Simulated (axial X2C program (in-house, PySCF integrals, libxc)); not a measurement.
**Density and ELF of RuH**

Computed with an in-house relativistic program for diatomic molecules. Two-component (2c) means X2C with spin–orbit coupling and atomic mean-field two-electron Coulomb and Gaunt terms. Basis: Ru dyall-cv3z [12s12p8d5f3g], H dyall-v3z [6s2p1d] (cores contracted in-house); Gaussian nuclei, density fitting, unrestricted open shells. Masses: Ru 101.904 u, H 1.008 u.

PBE0, 2c, state Ω = 3/2 (⟨Sz⟩ = 1.49, ⟨Lz⟩ = 0.01 at PBE0); Ru at z = 0, H at z = 1.585 Å.

The maps cover the half plane through the axis: z from -2.4 to 3.6 Å along the bond, ρ from 0.15 to 2.25 Å away from it.

log10 of the density in e/bohr³:

```
 ρ\z  -2.4  -1.8  -1.2  -0.6   0.0   0.6   1.2   1.8   2.4   3.0   3.6
0.15  -3.7  -2.8  -1.7  -0.2   1.7  -0.2  -0.8  -0.9  -1.9  -2.9  -3.7
0.45  -3.7  -2.8  -1.7  -0.4   0.2  -0.4  -1.1  -1.2  -2.0  -2.9  -3.8
0.75  -3.6  -2.8  -1.8  -0.9  -0.5  -0.9  -1.4  -1.7  -2.3  -3.1  -3.9
1.05  -3.7  -2.8  -2.0  -1.4  -1.2  -1.4  -1.8  -2.1  -2.6  -3.3  -4.1
1.35  -3.8  -3.0  -2.3  -1.9  -1.8  -1.9  -2.1  -2.4  -2.9  -3.6  -4.3
1.65  -3.9  -3.2  -2.6  -2.3  -2.2  -2.3  -2.5  -2.8  -3.3  -3.8  -4.5
1.95  -4.1  -3.5  -3.0  -2.7  -2.6  -2.7  -2.9  -3.2  -3.6  -4.1  -4.7
2.25  -4.3  -3.8  -3.3  -3.1  -3.0  -3.1  -3.2  -3.5  -3.9  -4.4  -5.0
```

Electron localisation function (collinear form, no current term, damped to 0 at low density):

```
 ρ\z  -2.4  -1.8  -1.2  -0.6   0.0   0.6   1.2   1.8   2.4   3.0   3.6
0.15  0.00  0.00  0.04  0.67  0.62  0.59  0.85  1.00  0.99  0.81  0.02
0.45  0.00  0.01  0.09  0.72  0.46  0.65  0.70  0.99  0.98  0.73  0.01
0.75  0.00  0.03  0.18  0.56  0.56  0.47  0.54  0.95  0.94  0.53  0.01
1.05  0.00  0.06  0.25  0.40  0.28  0.32  0.44  0.80  0.81  0.24  0.00
1.35  0.01  0.08  0.27  0.35  0.21  0.28  0.38  0.58  0.52  0.06  0.00
1.65  0.00  0.07  0.25  0.33  0.19  0.28  0.31  0.34  0.19  0.01  0.00
1.95  0.00  0.04  0.19  0.28  0.16  0.26  0.23  0.15  0.04  0.00  0.00
2.25  0.00  0.01  0.09  0.18  0.12  0.18  0.12  0.04  0.01  0.00  0.00
```

Axial spin density in 10⁻³ e/bohr³:

```
 ρ\z  -2.4  -1.8  -1.2  -0.6    0.0   0.6   1.2    1.8   2.4   3.0  3.6
0.15   0.1   0.2   4.1  94.9  560.4  97.1  -5.7  -13.2  -1.2  -0.1  0.0
0.45   0.0   0.1   1.4  20.8  198.6  20.4  -3.5   -5.2  -0.8  -0.1  0.0
0.75   0.0   0.1   0.6  16.4  123.0  15.2  -1.0   -1.6  -0.3   0.0  0.0
1.05   0.0   0.1   0.9  12.5   43.1  11.8   0.6   -0.3  -0.1   0.0  0.0
1.35   0.0   0.1   1.0   6.9   15.5   6.6   1.0    0.1   0.0   0.0  0.0
1.65   0.0   0.1   0.8   3.3    5.9   3.3   0.8    0.2   0.0   0.0  0.0
1.95   0.0   0.1   0.5   1.5    2.4   1.5   0.5    0.1   0.0   0.0  0.0
2.25   0.0   0.1   0.2   0.7    1.0   0.7   0.3    0.1   0.0   0.0  0.0
```

Occupations by symmetry block were frozen at the best pattern of an incomplete PBE0 search. Density functionals use the spin component along the axis (collinear). PBE0 can misorder states that lie within some tenths of an eV, so this need not be the ground state of the molecule. The nearest other 2c determinant of the search, Ω = 9/2, lies 0.20 eV up at the distance of the search. With several unpaired electrons one determinant need not be a pure state. This is the top spin component of a Σ state; components of lower Ω are not single determinants and can lie lower.
